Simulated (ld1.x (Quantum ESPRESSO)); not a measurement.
europium (Eu): PAW pseudisation with PBEsol, scalar-relativistic reference atom.

| Property | Result |
| --- | --- |
| Element | europium (Eu) |
| Generator | ld1.x (Quantum ESPRESSO) 7.5 |
| Type | PAW |
| Functional | PBEsol |
| Relativity | scalar-relativistic |
| Frozen core | [Xe] 4f6 |
| Valence charge | 3 |
| Reference configuration | 5d1 6s1.5 6p0 (charge +0.5) |
| Partial waves | 6s (bound): rcut 1.90, rcutus 2.50 bohr; 6s channel at 0.2 Ry: rcut 1.90, rcutus 2.50 bohr; 6p (bound, empty): rcut 2.30, rcutus 3.15 bohr; 6p channel at 0.75 Ry: rcut 2.30, rcutus 3.15 bohr; 5d (bound): rcut 2.50, rcutus 2.90 bohr; 5d channel at 3.75 Ry: rcut 2.50, rcutus 2.90 bohr |
| Local potential | all-electron potential smoothed inside 1.90 bohr (lloc = -1) |
| Core correction | Bessel-smoothed model core inside 1.55 bohr |
| Augmentation charge | GAUSS, radius 1.65 bohr |

All-electron outer shells of the reference configuration (PBEsol, scalar-relativistic, ld1.x):

```csv
shell,level (eV),outermost node (bohr),outermost maximum (bohr)
4f,-11.40,–,0.59
6s,-6.56,1.63,3.34
5d,-5.46,0.81,1.98
6p,-3.42,1.94,4.29
```

Question: Is a potential produced?

Answer: No. ld1.x (Quantum ESPRESSO) 7.5 stopped with "run_pseudo: Errors in PS-KS equation": the pseudo-atom solver did not find the valence states with the expected number of nodes, which is the usual sign of a ghost state. Before that it printed "Warning: n=1, l=0 expected 0 nodes, found 1".
